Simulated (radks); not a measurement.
Values are calculated unless marked as measured or tabulated.
Question: These are the eigenvalues of the occupied orbitals of an atom or ion with whole-number occupations (eV). Level of theory: Dirac Kohn-Sham, PBE, spin-unpolarised, spherical densities, point nucleus (a radial shooting solver on a logarithmic mesh with Libxc functionals).

| orbital | eigenvalue |
|---|---|
| 1s1/2 | -46708.18 |
| 2s1/2 | -7693.244 |
| 2p1/2 | -7295.063 |
| 2p3/2 | -6692.390 |
| 3s1/2 | -1748.287 |
| 3p1/2 | -1577.136 |
| 3p3/2 | -1455.149 |
| 3d3/2 | -1158.529 |
| 3d5/2 | -1132.065 |
| 4s1/2 | -408.3928 |
| 4p1/2 | -342.5162 |
| 4p3/2 | -315.1738 |
| 4d3/2 | -206.4989 |
| 4d5/2 | -201.5167 |
| 5s1/2 | -104.2215 |
| 5p1/2 | -84.3015 |
| 5p3/2 | -79.5072 |
| 4f5/2 | -73.8762 |
| 4f7/2 | -73.1598 |

Which element is it, and in what charge state? The configuration may be excited. Open shells, if any, are shared by 2j + 1.

Answer: Z = 62, samarium, charge +5: Sm5+ in [Xe] 4f3. The list shows which subshells hold electrons but not how many an open one holds; the 1s level, -1716.5 hartree, gives Z - s = 58.6 by -(Z - s)^2/2, which with screening and relativity narrows Z to a few neighbours, and the depths of the outer levels then fix element, charge and occupations together.
